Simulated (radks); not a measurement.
Values are calculated unless marked as measured or tabulated.
The technetium ion Tc+ inside a hard spherical wall (all orbitals vanish at R), configuration held at [Kr] 4d5 5s1 and not refilled when levels cross. Code: a radial shooting solver on a logarithmic mesh with Libxc functionals. Model: scalar-relativistic Kohn-Sham, LDA (Slater exchange, VWN5 correlation), spin-unpolarised, spherical densities, finite nucleus; Fermi nuclear charge, rms radius 4.4112 fm. Eigenvalues in eV, with the zero of energy where the potential of the charges vanishes at infinity; a dash marks a level that is unbound or too diffuse for the functional's potential to be trusted. A positive occupied level is held by the wall or, in an anion where self-interaction has pushed it up, behind a barrier. The pressure on the wall is -dE/dV.

R (bohr),E (hartree),kinetic (hartree),e(4s),e(4p),e(4d),e(5s),"e(5p, empty)","e(6s, empty)",pressure (GPa)
free,-4280.90206,4418.941,-81.031,-53.051,-14.310,-11.718,-7.079,-3.113,0
12,-4280.90206,4418.941,-81.031,-53.051,-14.310,-11.718,-7.077,-2.878,< 0.0001
6,-4280.88779,4419.053,-80.595,-52.623,-13.916,-11.153,-5.821,6.349,1.36
3.5,-4280.29806,4421.772,-74.318,-46.610,-7.785,1.217,11.523,63.695,188
3,-4279.49103,4425.071,-69.390,-41.841,-2.230,14.266,27.735,106.35,654
2.5,-4277.25575,4433.844,-59.815,-32.127,9.752,44.252,62.633,188.78,2780
2,-4269.95681,4460.205,-37.710,-8.213,39.372,121.15,146.51,368.23,15200
